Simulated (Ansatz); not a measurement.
```yaml
atoms:
  - { symbol: Co, position_ang: [0.0000, 0.0000, 0.0000] }
  - { symbol: H, position_ang: [0.0000, 0.0000, 2.2990] }
```

Basis set: pcseg-2 (spherical functions). Charge 0, multiplicity 3.

Computed with Ansatz (development build ahead of 0.2.0); each method stands on the lowest determinant of its kind that the runs found.

The atomization energy at this shape (free ground-state atoms in the same class of orbitals less the molecule, no zero-point energy) of triplet CoH:

```csv
method,atomization energy
PBE (unrestricted),29.35 kcal/mol
UHF,6.78 kcal/mol
```

(1) What does PBE0 (unrestricted) give?

Results:

(1) 25.60 kcal/mol. Caution: the shape is not the minimum. Caution for PBE0 (unrestricted): the unrestricted determinant is spin contaminated. Caution for UHF: the unrestricted determinant is a mixture of spin states.
